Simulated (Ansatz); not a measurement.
`[CH3][Cd][Cl]` + `O[SiH3]` → `[SiH3][O][Cd][Cl]` + CH₄ at 700 K and 1 bar (ligand exchange at a Cd–C bond).

Calculated with Ansatz (gas phase, PBE0-D4/def2-TZVP geometries, no zero-point term in ΔE). CBS: MP2 limit from def2 TZ/QZ plus the TZ coupled-cluster correction, frozen cores. This one scheme is used for every species. def2 core potentials past Kr. For Cd outer-core shells are correlated without core-valence functions, which leaves a few kJ/mol of doubt a bond. Each species was taken in one conformer, which may not be the lowest.

```csv
species,CCSD(T)/CBS energy (Eh),H − E (kJ/mol),S (J/(mol·K))
`[CH3][Cd][Cl]`,-667.39508,145.2,369.7
`O[SiH3]`,-366.69042,144.6,321.6
`[SiH3][O][Cd][Cl]`,-993.63708,143.6,459.5
CH₄,-40.46206,145.9,224.0
```

H − E and S are ideal-gas, rigid-rotor, harmonic terms from PBE0-D4/def2-TZVP, for one conformer and one mirror image of each species. 1 Eh = 2625.50 kJ/mol, R = 8.31446 J/(mol·K).

By hand: ΔE, ΔH, ΔS and ΔG.

ΔE = (-993.63708) + (-40.46206) − (-667.39508) − (-366.69042) = -0.01364 Eh = -35.8 kJ/mol. Δ(H − E) = 143.6 + 145.9 − 145.2 − 144.6 = -0.3, so ΔH = -36.1 kJ/mol. ΔS = 459.5 + 224.0 − 369.7 − 321.6 = -7.8 J/(mol·K). ΔG = -36.1 − 700 × (-7.8)/1000 = -30.6 kJ/mol.

By hand: the equilibrium constant, and the temperature at which ΔG would vanish if ΔH and ΔS stayed fixed.

log₁₀ K = −ΔG/(RT ln 10) = 2.3. ΔG = 0 at ΔH/ΔS = 4628 K, far beyond where these terms or the molecules hold.

The number of gas molecules stays the same, so ΔS is small and ΔH decides. A doubt of 5 kJ/mol in ΔE shifts log₁₀ K by 0.4 here. Other conformers and mirror images would add mixing entropy, several J/(mol·K) or more a flexible species. Modes under 60 cm⁻¹, often nearly free rotors, make the harmonic entropy too high. These are equilibria of isolated gas molecules and say nothing of rates. Largest T1 diagnostic: 0.014 (customary marks: 0.02 for closed shells, 0.045 for open ones).
